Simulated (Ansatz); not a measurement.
`C[SiH](F)CF` and `FC[SiH](F)F` differ in one atom or group.

Ansatz, PBE0-D4/def2-TZVP geometries, multiplicity 1. Each molecule was computed in one conformer, which needn't be the lowest.

```
                                        property  `C[SiH](F)CF`
             LUMO energy (B3LYP/def2-TZVPP) / eV           0.02
            HOMO–LUMO gap (PBE0/def2-TZVPP) / eV           8.86
             HOMO–LUMO gap (PBE/def2-TZVPP) / eV           6.35
  size of the dipole moment (PBE/def2-TZVPP) / D           0.71
               HOMO energy (PBE/def2-TZVPP) / eV          -7.05
size of the dipole moment (B3LYP/def2-TZVPP) / D           0.69
```

Question: What does the change do to each property? (Best estimate.)

Answer: Ansatz gave: 
```tsv
property	`FC[SiH](F)F`	shift
LUMO energy (B3LYP/def2-TZVPP) / eV	-0.17	-0.19
HOMO–LUMO gap (PBE0/def2-TZVPP) / eV	9.23	0.37
HOMO–LUMO gap (PBE/def2-TZVPP) / eV	6.65	0.30
size of the dipole moment (PBE/def2-TZVPP) / D	1.32	0.61
HOMO energy (PBE/def2-TZVPP) / eV	-7.53	-0.48
size of the dipole moment (B3LYP/def2-TZVPP) / D	1.40	0.71
```

With PBE0 the HOMO falls by 0.54 eV and the LUMO falls by 0.17 eV, so the gap widens by about 0.37 eV. PBE moves the HOMO by -0.48 eV and ωB97M-V by -0.55 eV. Dipoles are sizes alone; their direction can turn.

B3LYP here is the variant with VWN-RPA as its local correlation; programs differ in this.
